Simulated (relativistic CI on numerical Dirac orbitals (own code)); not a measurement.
# What each ingredient does to the levels of Os29+

Base calculation: Dirac-Coulomb-Breit CI, orbitals from a KLI potential per configuration, model QED (radiative potential, 1s self-energy scaled to tabulated hydrogen-like ionisation energies), unscaled Slater integrals.

Configurations in the expansion (outside the closed core [Ar] 3d10): 4s2 4p6 4d10 4f, 4s2 4p6 4d9 4f2, 4s2 4p6 4d10 5s, 4s2 4p6 4d10 5p, 4s2 4p5 4d10 4f2, 4s2 4p6 4d10 5d, 4s 4p6 4d10 4f2, 4s2 4p6 4d9 4f 5s, 4s2 4p6 4d10 5f, 4s2 4p6 4d9 4f 5p, 4s2 4p6 4d10 6s, 4s2 4p6 4d10 5g, 4s2 4p6 4d10 6p, 4s2 4p6 4d10 6d, 4s2 4p5 4d10 4f 5s, 4s2 4p6 4d10 6f, 4s2 4p6 4d9 4f 5f, 4s2 4p6 4d10 7s, 4s2 4p6 4d10 7p, 4s 4p6 4d10 5s2, 4s2 4p6 4d9 4f 6p. Double excitations out of closed p, d and f shells are left out; levels of such configurations are missing from the list, as are those of other unlisted configurations, and high levels can miss mixing partners.

The lowest level and the first level of each name with at least 55 % of one term (blank where a level has no safe partner in the second run):

```csv
Level,Base (cm⁻¹),Shift (cm⁻¹)
4s2 4p6 4d10 4f 2F°_5/2,0,0
4s2 4p6 4d10 4f 2F°_7/2,35558,-3
4s2 4p6 4d10 5s 2S_1/2,1346930,+14932
4s2 4p6 4d9 4f2 4F_3/2,1621052,-991
4s2 4p6 4d9 4f2 4F_5/2,1625997,-1208
4s2 4p6 4d9 4f2 4D_3/2,1684897,-1311
4s2 4p6 4d9 4f2 4K_15/2,1684936,-1549
4s2 4p6 4d9 4f2 4D_1/2,1698590,-914
4s2 4p6 4d9 4f2 4K_17/2,1699610,-1542
4s2 4p6 4d9 4f2 4H_13/2,1702619,-957
4s2 4p6 4d9 4f2 2D_3/2,1723979,-708
4s2 4p6 4d10 5p 2P°_1/2,1733851,
4s2 4p6 4d9 4f2 2I_13/2,1739893,-1197
4s2 4p6 4d9 4f2 2L_17/2,1740517,-1531
4s2 4p6 4d9 4f2 4I_15/2,1743451,-1546
4s2 4p6 4d9 4f2 2H_11/2,1752116,-1370
4s2 4p6 4d9 4f2 2K_15/2,1799662,-1482
```

At this charge energies of transitions that change n are usually good to better than 1 %, and those within a shell (Δn = 0) to a few per cent.

One thing was changed in a second run, which moved the levels as shown. Which?
A. QED terms removed
B. only the first 3 configurations
C. Breit term removed

B. Only the first 3 configurations. With fewer configurations the levels that remain lose their mixing partners.

LS names give the leading component of a level, which can be under half, so a name can repeat, a term be missing and a line seem to break the LS rules.
